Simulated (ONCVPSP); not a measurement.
## What one change does to a pseudopotential (Te, ONCV)

Te (Z = 52), optimised norm-conserving Vanderbilt (ONCV), made with ONCVPSP 4.0.1 (LDA (Perdew-Zunger), scalar-relativistic). Core [Ar] 3d10, reference 4s2 4p6 4d10 5s2 5p4. Waves: 4s+5s: rc 1.30 bohr, ncon 4, nbas 7, qcut 11.1 1/bohr, 3 projectors, debl 3.7 Ha; 4p+5p: rc 1.45 bohr, ncon 3, nbas 7, qcut 12.1 1/bohr, 2 projectors; 4d: rc 1.15 bohr, ncon 3, nbas 8, qcut 15.5 1/bohr, 3 projectors, debl 3.9 Ha. Local part: polynomial inside 0.75 bohr (lpopt 5, dvloc0 4 Ha). Core correction: Teter function, fcfact 6, rcfact 1.

Change: p: qcut 17.7.

Cutoffs: the cutoffs (Ha) at which the residual kinetic energy of the hardest occupied pseudo-wave falls to 1 and 0.1 mHa per electron; they do not see the model core or the augmentation charge, which bear on the density cutoff. Errors are all-electron minus pseudo energies relative to the spin-unpolarised reference configuration.

Question: What does the change do?

Answer: The potential gets neither clearly harder nor softer (55 Ha and 65 Ha → 55 Ha and 65 Ha); the d channel sets the loose cutoff, while the largest relative change is in p, which becomes harder; of the 4 tests that both files solve, the error grows in 0 and shrinks in 1 by more than 15 % and 0.3 meV (median size 10.4 → 10.1 meV); neither file shows a bound ghost.

| quantity | base | changed |
| --- | --- | --- |
| cutoff, loose | 55 Ha | 55 Ha |
| cutoff, tight | 65 Ha | 65 Ha |
| loose cutoff by channel | s 41 Ha, p 27 Ha, d 55 Ha | s 41 Ha, p 48 Ha, d 55 Ha |
| bound ghosts | none | none |
| GHOST(+) flags under 300 eV | none | none |
| error for 4s2 4p6 4d10 5s2 5p3, meV [ΔE 9.92 eV] | -2.3 | -2.3 |
| error for 4s2 4p6 4d10 5s2 5p2, meV [ΔE 28.09 eV] | -6.7 | -6.6 |
| error for 4s2 4p6 4d10 5s2 5p1, meV [ΔE 55.32 eV] | -14 | -14 |
| error for 4s2 4p5 4d10 5s2 5p4, meV [ΔE 122.71 eV] | -129 | -97 |
| s: phases at 1.32 bohr within 0.05 rad from the reference energy up to (Ha; the scan ends near 5) | to the end of the scan | to the end of the scan |
| p: phases at 1.47 bohr within 0.05 rad from the reference energy up to (Ha; the scan ends near 5) | to the end of the scan | to the end of the scan |
| d: phases at 1.17 bohr within 0.05 rad from the reference energy up to (Ha; the scan ends near 5) | to the end of the scan | to the end of the scan |
| rms error of d²Exc/dni dnj with the model core, mHa | 1.57 | 1.58 |
